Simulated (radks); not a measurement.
Problem. The mean radii <r> (bohr) of the occupied orbitals of an atom or ion are listed with their occupations. All-electron calculation, Dirac Kohn-Sham, relativistic LDA (MacDonald-Vosko exchange, VWN5 correlation), spin-unpolarised, spherical densities, finite nucleus; Fermi nuclear charge, rms radius of each element as measured or else 0.836 A^(1/3) + 0.57 fm. Program: a radial shooting solver on a logarithmic mesh with Libxc functionals.

| orbital | occ. | <r> |
|---|---|---|
| 1s1/2 | 2 | 0.02676 |
| 2s1/2 | 2 | 0.1145 |
| 2p1/2 | 2 | 0.09642 |
| 2p3/2 | 4 | 0.1022 |
| 3s1/2 | 2 | 0.3069 |
| 3p1/2 | 2 | 0.2967 |
| 3p3/2 | 4 | 0.3083 |
| 3d3/2 | 4 | 0.2787 |
| 3d5/2 | 6 | 0.2824 |
| 4s1/2 | 2 | 0.7099 |
| 4p1/2 | 2 | 0.7344 |
| 4p3/2 | 4 | 0.7602 |
| 4d3/2 | 4 | 0.8291 |
| 4d5/2 | 5 | 0.8377 |

Name the element and its charge. Open shells, if any, fill j = l - 1/2 first.

Solution. Z = 54, xenon, charge +9: Xe9+ in [Kr] 4d9. The 1s radius gives Z: for a bare nucleus <r> = (2 gamma + 1)/(2Z) with gamma = sqrt(1 - (Z/c)^2), 0.02628 bohr for Z = 54, and screening makes it slightly larger (0.02676 here). The occupations add up to 45, and the charge is Z minus that.
